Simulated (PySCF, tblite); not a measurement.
Isomers of C5H5N2Si (doublet state), one GFN2-xTB conformer each. Single-point energies are computed at B3LYP/pcH-1 (PySCF, gas phase, no added dispersion term), electronic only. GFN2-xTB treats the open shell by occupation alone, and not every SCF solution was tested for stability.

Question: Rank them by B3LYP/pcH-1 energy, lowest first (kcal/mol).
A. `[N:1]#[C:2][SiH2:3][C@H:4]1[CH2:5][C:6]1[C:7]#[N:8]` (doublet state) with C2–Si3–C4–C5 103°
B. `[CH:1]#[C:2][SiH:3][C@H:4]([C:5]#[N:6])[N:7]=[CH2:8]` (doublet state) with C2–Si3–C4–C5 67°, Si3–C4–N7–C8 100°
C. `[N:1]#[C:2][SiH2:3][C@@H:4]1[CH:5][C@H:6]1[C:7]#[N:8]` (doublet state) with C2–Si3–C4–C5 -93°

Answer: A (0.0), C (9.2), B (25.6).

As drawn, the lowest has a three-membered ring, which the highest lacks. GFN2-xTB itself gives, in the same order: 0.0, 15.0, 15.5. Both levels put the same isomer lowest; measured from each level's own lowest isomer, the values differ by up to 10.1 kcal/mol (C#C[SiH][C@H](C#N)N=C: 15.5 against 25.6).

Question: What happens when harmonic zero-point energies from GFN2-xTB frequencies are added?

Answer: 
```csv
SMILES,ZPE (kcal/mol),electronic (kcal/mol),with ZPE (kcal/mol)
N#C[SiH2][C@H]1C[C]1C#N,50.3,0.0,0.0
N#C[SiH2][C@@H]1[CH][C@H]1C#N,49.9,9.2,8.8
C#C[SiH][C@H](C#N)N=C,51.0,25.6,26.3
```

The zero-point energies span 1.1 kcal/mol. The order is unchanged.

Question: As an exercise, what shares would exp(−E/RT) give at 2000 K from these electronic energies alone (no entropy, no degeneracies)?

Answer: RT = 3.974 kcal/mol: N#C[SiH2][C@H]1C[C]1C#N 90.9 %, N#C[SiH2][C@@H]1[CH][C@H]1C#N 9.0 %, C#C[SiH][C@H](C#N)N=C 0.1 %.
